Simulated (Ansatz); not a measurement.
A structure relaxed at PBE0-D4/def2-SVPD in Ansatz, charge -1, singlet:

```xyz
8

Zn   -2.1305   -0.4012    0.8835
B     1.8443   -0.1468   -0.0488
B    -0.2845    1.0518   -1.4841
B     1.1982    0.7196   -1.2130
B    -1.5691    0.6679   -0.7451
B     1.1608   -0.8867    1.1206
B     0.0904    0.0171   -0.0374
B    -0.3097   -1.0216    1.5243
```

(1) Give its formula and point group.

(2) Summarise the bond lengths by kind (pairs closer than 1.2 times the sum of covalent radii, bridged metal pairs left out).

## Answers

(1) the cluster ZnB7⁻ (the lowest singlet isomer of a short search). Point group C2v (tolerance 0.1 Å).

(2) 11 × B–B 1.53 to 1.92 Å; 3 × B–Zn 2.03 to 2.44 Å. The metal has 3 neighbours: B 2.03 Å, B 2.44 Å, B 2.03 Å.

The restricted singlet is unstable towards broken spin symmetry in Hartree–Fock (as tested in another run); at PBE0-D4/def2-SVPD this wasn't settled. The structure comes from a short search, and lower isomers may exist.
